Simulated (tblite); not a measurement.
C6H5NO (charge +1 and doublet state).
SMILES with atom numbers: `[CH+:1]=[C:2][C:3]#[C:4][CH2:5][NH:6][CH:7]=[O:8]` (hydrogens: H9 on C1; H10, H11 on C5; H12 on N6; H13 on C7)

Geometry (GFN2-xTB, Å), atoms numbered from 1 in this order:
```xyz
13
C6H5NO angstrom
C      4.3129    0.1967    0.3119
C      3.0970    0.2411    0.3047
C      1.7566    0.2858    0.3028
C      0.5364    0.3668    0.2754
C     -0.8782    0.4583    0.2576
N     -1.5411   -0.7195   -0.2508
C     -2.6792   -0.5157   -0.9415
O     -3.0447    0.5829   -1.2716
H      5.3670    0.1576    0.3231
H     -1.2389    0.7383    1.2641
H     -1.2403    1.2811   -0.4046
H     -1.2082   -1.6409   -0.0003
H     -3.2438   -1.4320   -1.1793
```

All values are computed: GFN2-xTB (tblite) harmonic vibrations without scaling, gas phase. Errors from tens to a few hundred cm⁻¹ against measured bands are possible. One conformer, not necessarily the lowest. Open shells enter through the occupations alone, without spin polarisation, and single modes of such species can be off by tens of per cent.

Harmonic wavenumbers (cm⁻¹): 42.6, 80.5, 136.9, 182.1, 228.9, 305.6, 351.7, 410.0, 419.2, 451.9, 527.8, 646.7, 657.4, 681.6, 784.6, 855.9, 907.5, 1023.1, 1033.3, 1103.5, 1188.2, 1251.2, 1271.5, 1306.0, 1323.7, 1674.3, 2122.4, 2246.8, 2697.2, 2819.6, 2825.7, 3331.4, 3414.9.

A = 11844, B = 679.2, C = 669.6 MHz; mass 107.037 u (most abundant isotopes); point group C1, symmetry number 1; spin multiplicity 2.

Q: Zero-point energy?

A: Half the sum of the wavenumbers: 19152 cm⁻¹ = 229.11 kJ/mol.

Q: What is S at 500 K and 1 bar for an ideal gas of classical rigid rotors and harmonic oscillators?

A: Translation 177.88, rotation 125.61, vibration 164.66, spin (R ln 2) 5.76: S = 473.9 J/(mol K).

Q: And Cp and H(500 K) − H(0)?

A: Cp = 183.53 J/(mol K), of which vibrations give 150.27 (their classical limit is 33 R = 274.4); H(500 K) − H(0) = 58.16 kJ/mol without the zero-point energy, 41.53 from vibrations.

Q: How do the functions run with temperature in this model?

A: 
| T (K) | S (J/(mol K)) | Cp (J/(mol K)) | H − H(0) (kJ/mol) | G − H(0) (kJ/mol) | ln q(vib) |
| --- | --- | --- | --- | --- | --- |
| 100 | 284.7 | 69.2 | 5.02 | -23.45 | 1.45 |
| 200 | 343.8 | 104.8 | 13.75 | -55.01 | 3.55 |
| 300 | 392.4 | 136.2 | 25.84 | -91.88 | 5.68 |
| 800 | 570.3 | 226.1 | 120.21 | -336.07 | 15.45 |
| 1000 | 622.9 | 244.4 | 167.35 | -455.52 | 18.82 |

q(vib) and H(0) count from the zero-point level.

Q: Blend soft modes into free rotors: weight 1/[1 + (100 cm⁻¹/ν̃)⁴] for the oscillator and the rest for a rotor with moment μB/(μ + B), μ = h/(8π²ν), B = 10⁻⁴⁴ kg m². What vibrational entropy results?

A: 151.97 J/(mol K) in place of 164.66, which changes −T·S at 500 K by +6.35 kJ/mol.

Q: What must be added to the electronic energy to get the Gibbs energy at 500 K and 1 bar?

A: ZPE + [H(500 K) − H(0)] − T·S = 229.11 + 58.16 − 236.96 = 50.31 kJ/mol.

Hindered rotation and anharmonicity are outside this model. Other conformers, if any are populated, would add a mixing term that is left out. The structure is chiral; the term R ln 2 for an equal mix with its mirror image is left out.
